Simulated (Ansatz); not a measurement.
Species: C₄H₅GeS, charge -1, multiplicity 1. It need not be the lowest isomer of its formula. Whether it binds its extra electron was not tested at this geometry. 
Geometry from a B3LYP-D3(BJ)/def2-TZVP (Ansatz, a quantum-chemistry and plane-wave program) optimisation:
```
C
C 1 1.3769
H 2 1.0836 1 121.60
C 2 1.4250 3 123.17 1 -179.21
C 4 1.3680 2 112.64 3 178.78
H 5 1.0796 4 127.95 2 -178.56
H 4 1.0839 5 123.36 6 0.78
S 5 1.7292 6 122.21 4 -178.83
Ge 1 2.0571 2 127.44 3 -2.04
H 9 1.6151 1 93.63 2 -165.62
H 9 1.6166 10 92.31 1 94.29
```
Charge -1, spin multiplicity 1.

Basis-set convergence of Hartree-Fock and CCSD correlation energies (hartree) with Ansatz. Correlated levels leave the core frozen unless marked. Spin-orbit coupling is left out. Frozen are the shells of the preceding noble gas and the d and f shells that filled before the atom's block. Non-relativistic.

The Hartree-Fock reference is unstable (checked in the largest basis), which strains HF and MP2. 

```csv
basis,functions,E(HF),"E(corr, CCSD)"
def2-SVPD,185,-2626.75691,-0.84622
def2-TZVPPD,338,-2627.32293,-0.98300
def2-QZVPPD,591,-2627.38176,-1.03181
```

Extrapolating the two largest sets (X = 3 and 4) as X^-3: E(corr) = (64·(-1.03181) - 27·(-0.98300))/37 = -1.0674 Eh, an estimate of the basis-set limit. The largest set recovers 96.7 % of it, the smallest 79.3 %.
